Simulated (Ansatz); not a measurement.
| atom | x (Å) | y (Å) | z (Å) |
| --- | --- | --- | --- |
| Mn | 0.0000 | 0.0000 | 0.0000 |
| N | 0.0000 | 0.0000 | 1.6100 |

Basis set: pcseg-2 (spherical functions). Charge 0, multiplicity 3.

Computed with Ansatz (development build ahead of 0.2.0); each method stands on the lowest determinant of its kind that the runs found. Restricted functionals stand beside restricted open-shell atoms, which can lie above the unrestricted atoms usual in DFT and then raise those values.

The atomization energy at this shape (free ground-state atoms in the same class of orbitals less the molecule, no zero-point energy) of triplet MnN:

| method | atomization energy |
| --- | --- |
| r²SCAN (restricted open-shell) | 1.78 eV |

(1) What does PBE0 (unrestricted) give?

Answers

(1) 1.52 eV. Caution: another spin multiplicity may lie lower. Caution for r²SCAN (restricted open-shell): no unrestricted run beside it, a lower state can exist. Caution for PBE0 (unrestricted): the unrestricted determinant is a mixture of spin states.

The shape needn't be a minimum at these levels.
